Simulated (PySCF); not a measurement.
C₄H₃BO. Atoms are numbered in the order given.

```xyz
9

B     -0.4248    -0.0094     0.0000
C      0.3814     1.3017     0.0000
C      1.0137     2.3564     0.0000
H      1.5782     3.2799     0.0000
C      0.2942    -1.3641     0.0000
C      0.9079    -2.4289     0.0000
H      1.4411    -3.3705     0.0000
O     -1.7929     0.0037     0.0000
H     -2.1356     0.9172     0.0000
```

Geometry optimised at PBE-D3(BJ)/def2-SVP. Other conformers were not sampled.

These are PBE/def2-TZVP in PySCF values and carry that method's errors.

Symmetry labels are those of the subgroup Cs that the program uses (full group Cs).

Computed valence orbital energies around the gap with their symmetry:
```json
[
 {"orbital": "HOMO−7", "symmetry": "A'", "energy (eV)": "-12.22"},
 {"orbital": "HOMO−6", "symmetry": "A'", "energy (eV)": "-10.98"},
 {"orbital": "HOMO−5", "symmetry": "A\"", "energy (eV)": "-9.34"},
 {"orbital": "HOMO−4", "symmetry": "A'", "energy (eV)": "-8.94"},
 {"orbital": "HOMO−3", "symmetry": "A\"", "energy (eV)": "-7.40"},
 {"orbital": "HOMO−2", "symmetry": "A'", "energy (eV)": "-7.29"},
 {"orbital": "HOMO−1", "symmetry": "A\"", "energy (eV)": "-7.08"},
 {"orbital": "HOMO", "symmetry": "A'", "energy (eV)": "-6.83"},
 {"orbital": "LUMO", "symmetry": "A\"", "energy (eV)": "-2.74"},
 {"orbital": "LUMO+1", "symmetry": "A'", "energy (eV)": "-1.21"},
 {"orbital": "LUMO+2", "symmetry": "A\"", "energy (eV)": "-0.14"},
 {"orbital": "LUMO+3", "symmetry": "A'", "energy (eV)": "0.26"}
]
```
